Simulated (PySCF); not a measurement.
One of the candidates below gave these computed data.

All candidates are C7H7ClS.

| technique | computed result |
| --- | --- |
| NMR, other nuclei | isotropic shieldings of nuclei other than C and H, by class: 312 (1 S), 781 (1 Cl) ppm [GIAO PBE0/pcSseg-1] |
| 13C NMR | chemical shifts (computed TMS as zero) by class: 147.7 (1 C), 141.5 (1 C), 135.3 (1 C), 134.9 (1 C), 125.9 (1 C), 119.0 (1 C), 17.7 (1 C) ppm [GIAO PBE0/pcSseg-1] |
| Rotational structure | rotational constants A, B, C: 1.608, 1.113, 0.660 GHz [GFN2-xTB] |
| Polarisability | 118.7 au [PBE0/def2-SVPD] |
| 1H NMR | chemical shifts (computed TMS as zero) by class: 7.21 (1 H), 6.72 (1 H), 6.03 (1 H), 5.45 (1 H), 2.31 (3 H) ppm [GIAO PBE0/pcSseg-1] |
| Dipole | 1.12 D [PBE0/def2-SVPD] |

Gas-phase values; electronic properties from PySCF, density fitting. Levels stand in brackets. Isolated species at its GFN2-xTB geometry (one conformer only). NMR classes are plain means over equivalent atoms (diastereotopic ones count apart unless rotation or inversion swaps them), as if these changed places fast.

**Question.** Which candidate is it?
A. `C=Cc1scc(C)c1Cl`
B. `C=C(C)c1ccc(Cl)s1`
C. `C/C(Cl)=C\c1cccs1`

**Answer.** A. It is `C=Cc1scc(C)c1Cl`. Numbering: `[CH2:1]=[CH:2][c:3]1[s:4][cH:5][c:6]([CH3:7])[c:8]1[Cl:9]`. Its formula, C7H7ClS, gives 4 degrees of unsaturation: 1 ring and 3 π bonds in the structure found (Kekulé form). 7 carbons fall into 7 classes; from least to most shielded: substituted aromatic carbon [C3] (147.7 ppm), substituted aromatic carbon [C6] (141.5 ppm), alkene CH carbon [C2] (135.3 ppm), aromatic C–Cl carbon [C8] (134.9 ppm), aromatic CH next to a ring sulfur [C5] (125.9 ppm), terminal =CH2 carbon [C1] (119.0 ppm), benzylic-type carbon [C7] (17.7 ppm). Hydrogen classes from least to most shielded: 1 H on an alkene CH carbon, C2 (7.21 ppm), 1 H on an aromatic CH next to a ring sulfur, C5 (6.72 ppm), 1 H on a terminal =CH2 carbon, C1 (6.03 ppm), 1 H on a terminal =CH2 carbon, C1 (5.45 ppm), 3 H on a benzylic-type carbon, C7 (2.31 ppm). The other shieldings belong to: 312 ppm, thiophene-type sulfur [S4]; 781 ppm, aryl chlorine [Cl9]. The optimised geometry has point group Cs and is an asymmetric top.

The others, at the same levels:
- `C=C(C)c1ccc(Cl)s1` fails: its computed 13C shifts are 154.1 (1 C), 146.6 (1 C), 144.2 (1 C), 132.0 (1 C), 127.1 (1 C), 117.0 (1 C), 22.6 (1 C) ppm, 1H shifts are 6.80 (1 H), 6.72 (1 H), 5.72 (1 H), 5.18 (1 H), 2.11 (3 H) ppm and rotational constant A is 3.388 GHz (against 1.608 GHz).
- `C/C(Cl)=C\c1cccs1` fails: its computed 13C shifts are 150.4 (1 C), 144.6 (1 C), 133.7 (1 C), 132.5 (1 C), 129.1 (1 C), 127.3 (1 C), 26.9 (1 C) ppm, 1H shifts are 7.18 (1 H), 7.16 (1 H), 6.96 (1 H), 6.87 (1 H), 2.46 (3 H) ppm and rotational constant A is 3.108 GHz (against 1.608 GHz).

Each candidate is one conformer, not necessarily the lowest. The conformers computed, where there is a choice (atom-mapped SMILES and torsion angles):
- `[CH2:1]=[CH:2][c:3]1[s:4][cH:5][c:6]([CH3:7])[c:8]1[Cl:9]`: C1–C2–C3–S4 0°
- `[CH2:1]=[C:2]([CH3:3])[c:4]1[cH:5][cH:6][c:7]([Cl:8])[s:9]1`: C1–C2–C4–C5 179°
- `[CH3:1]/[C:2]([Cl:3])=[CH:4]\[c:5]1[cH:6][cH:7][cH:8][s:9]1`: C2–C4–C5–C6 23°
